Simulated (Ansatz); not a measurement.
Gas-phase reaction (SMILES): C[Si](C)(C)Cl [chloro(trimethyl)silane] → C[Si](C)C + Cl atom; the Cl-Si bond at the site shown breaks (other sites are not compared here).

Each molecule is optimised on its own at B3LYP-D3(BJ)/def2-TZVP (Ansatz, a program for electronic structure). Valence correlation only, unless marked. UHF or UKS for open shells. No spin-orbit coupling. No relativistic terms. CBS(X,Y): correlation extrapolated as X^-3; Hartree-Fock from the larger set. Thermal terms are rigid-rotor harmonic-oscillator values from B3LYP-D3(BJ) frequencies (Ansatz) at 298.15 K and 1 atm. 1 Eh = 627.5095 kcal/mol. Atoms have translation alone.

```tsv
species	E, CCSD(T)/CBS(cc-pV(T+d)Z,cc-pV(Q+d)Z) (Ansatz) (Eh)	E, r2SCAN-D4/def2-TZVPD (Ansatz + dftd4) (Eh)	H - E (Eh)
C[Si](C)(C)Cl	-868.52181	-869.46614	0.12176
C[Si](C)C	-408.62193	-409.16215	0.11753
Cl atom	-459.70714	-460.11735	0.00236
```

Work out ΔE and ΔH at 298.15 K at the first level, then ΔH at the second.


1. ΔE = [(-408.62193) + (-459.70714)] - [(-868.52181)] = 0.19274 Eh = 120.9 kcal/mol at CCSD(T)/CBS(cc-pV(T+d)Z,cc-pV(Q+d)Z).
2. The terms H - E add up to -0.00187 Eh, so ΔH = (0.19274 + (-0.00187))×627.5095 = 119.8 kcal/mol.
3. At r2SCAN-D4/def2-TZVPD the same steps give ΔE = 117.1 and ΔH = 115.9 kcal/mol, a shift of -3.9 from the first level.
4. These values are not checked against measurement here, since the tables used lack a sound gas-phase enthalpy of formation for at least one species.
